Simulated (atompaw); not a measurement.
# What one change does to a pseudopotential (lanthanum (La), PAW (atompaw))

* Element: lanthanum (La)
* Generator: atompaw 4.2.0.5
* Type: PAW
* Functional: LDA (PW92)
* Relativity: scalar-relativistic
* Frozen core: [Kr] 4d10 5s2
* Valence charge: 9
* Reference configuration: 4f0 5p6 5d1.5 6s1.5 6p0
* Partial waves: 6s (bound): rc 3.00 bohr; 6s channel at 1.5 Ry: rc 3.00 bohr; 5p (bound): rc 3.00 bohr; 6p (bound, empty): rc 2.75 bohr; 5d (bound): rc 3.00 bohr; 5d channel at 2.5 Ry: rc 3.00 bohr; 4f (bound, empty): rc 2.25 bohr; 4f channel at 4.35 Ry: rc 2.25 bohr
* Local potential: bessel scheme, radius 2.10 bohr
* Core correction: smooth core density matched at 1.80 bohr
* Augmentation charge: besselshape compensation charge, radius 2.30 bohr; PAW radius 3.00 bohr; waves and projectors: custom polynom2 7 10 vanderbiltortho

All-electron outer shells of the reference configuration (LDA (PW92), scalar-relativistic, ld1.x):

```csv
shell,level (eV),outermost node (bohr),outermost maximum (bohr)
4d,-102.97,0.32,0.68
5s,-38.26,0.77,1.41
5p,-21.72,0.83,1.58
4f,-3.76,–,0.75
6s,-3.55,1.87,3.84
5d,-2.71,0.95,2.27
6p,-1.27,2.22,5.11
```

Change: local potential bessel scheme, radius 1.66 bohr.

Cutoffs: the cutoffs (Ry, on a coarse ladder) from which the occupation-weighted sum of valence levels, in a spherical-Bessel basis at the reference potential, stays within 10 and 1 mRy of its value at 400 Ry; they do not see the model core or the augmentation charge, which bear on the density cutoff.

Question: What does the change do?

Answer: The potential gets softer (21 Ry and 45 Ry → 18 Ry and 45 Ry); both files keep a bound ghost (s); the range in which the s phases agree narrows (upper end 3.9 → 2.8); the range in which the p phases agree widens (upper end 1.0 → 2.3).

| quantity | base | changed |
| --- | --- | --- |
| cutoff, loose | 21 Ry | 18 Ry |
| cutoff, tight | 45 Ry | 45 Ry |
| bound ghosts | s | s |
| s: phases at 3.00 bohr within 0.05 rad from the reference energy up to (Ry; the scan ends near 5) | 3.9 | 2.8 |
| p: phases at 3.00 bohr within 0.05 rad from the reference energy up to (Ry; the scan ends near 5) | 1.0 | 2.3 |
| d: phases at 3.00 bohr within 0.05 rad from the reference energy up to (Ry; the scan ends near 5) | to the end of the scan | to the end of the scan |
| f: phases at 3.00 bohr within 0.05 rad from the reference energy up to (Ry; the scan ends near 5) | 0.2 | 0.4 |
| lowest overlap eigenvalue by channel | s 0.31, p 1.00, d 0.84, f 1.00 | s 0.30, p 1.00, d 0.84, f 1.00 |

 A true bound ghost makes a file unfit for plane-wave use even where its test errors are small: the radial tests pick states by their node count and pass the ghost by. The cutoffs see the waves, projectors and local potential, not the compensation charge or the core.
